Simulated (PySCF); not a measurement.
C3H10OSi2, SMILES CC(=O)[SiH2][SiH2]C.

Coordinates come from a PBE-D3(BJ)/def2-SVP optimisation. The structure was generated by enumeration, and PubChem lists no compound with its InChIKey, so it may never have been made. One conformer was computed; it need not be the lowest.

Method: PBE-D3(BJ)/def2-SVP run with PySCF.

Frequencies are harmonic and unscaled.

| mode | ν (cm⁻¹) | IR (km/mol) | moving atoms (share of kinetic energy) |
|---|---|---|---|
| 1 | 6 | 2.4 | C 34 %, H 29 %, Si 23 %, O 15 % |
| 2 | 59 | 0.0 | H 33 %, Si 28 %, C 25 %, O 14 % |
| 3 | 71 | 1.9 | Si 30 %, C 28 %, O 25 %, H 17 % |
| 4 | 120 | 0.6 | H 92 % |
| 5 | 152 | 2.6 | C 36 %, Si 30 %, H 22 %, O 12 % |
| 6 | 158 | 0.2 | H 96 % |
| 7 | 248 | 2.3 | C 49 %, H 24 %, Si 14 %, O 13 % |
| 8 | 273 | 8.0 | H 78 %, C 14 % |
| 9 | 367 | 3.0 | H 75 %, C 17 % |
| 10 | 396 | 8.3 | Si 48 %, O 36 %, C 8 % |
| 11 | 431 | 0.2 | Si 80 %, H 16 % |
| 12 | 488 | 0.0 | H 74 %, Si 13 %, C 12 % |
| 13 | 569 | 83.9 | H 43 %, C 36 %, O 17 % |
| 14 | 594 | 2.0 | H 79 %, C 13 % |
| 15 | 640 | 104.6 | H 81 %, C 11 % |
| 16 | 669 | 4.0 | H 93 % |
| 17 | 673 | 78.6 | C 46 %, Si 28 %, H 26 % |
| 18 | 728 | 63.3 | H 67 %, Si 20 %, C 13 % |
| 19 | 842 | 160.5 | H 78 %, C 12 %, Si 10 % |
| 20 | 857 | 27.5 | H 79 %, C 17 % |
| 21 | 885 | 9.8 | H 93 % |
| 22 | 893 | 61.7 | H 92 % |
| 23 | 915 | 6.2 | H 54 %, C 35 %, O 10 % |
| 24 | 946 | 0.3 | H 56 %, C 43 % |
| 25 | 1108 | 59.5 | C 66 %, H 31 % |
| 26 | 1215 | 8.2 | H 80 %, C 20 % |
| 27 | 1294 | 38.9 | H 72 %, C 28 % |
| 28 | 1371 | 12.9 | H 95 % |
| 29 | 1382 | 16.4 | H 96 % |
| 30 | 1386 | 1.9 | H 96 % |
| 31 | 1387 | 5.6 | H 96 % |
| 32 | 1716 | 111.9 | C 59 %, O 39 % |
| 33 | 2118 | 72.5 | H 98 % |
| 34 | 2127 | 60.9 | H 96 % |
| 35 | 2152 | 59.4 | H 98 % |
| 36 | 2162 | 110.3 | H 96 % |
| 37 | 2960 | 1.5 | H 97 % |
| 38 | 2978 | 4.2 | H 97 % |
| 39 | 3048 | 1.4 | H 91 %, C 9 % |
| 40 | 3079 | 1.7 | H 91 %, C 9 % |
| 41 | 3082 | 2.4 | H 91 %, C 9 % |
| 42 | 3086 | 9.2 | H 90 %, C 10 % |
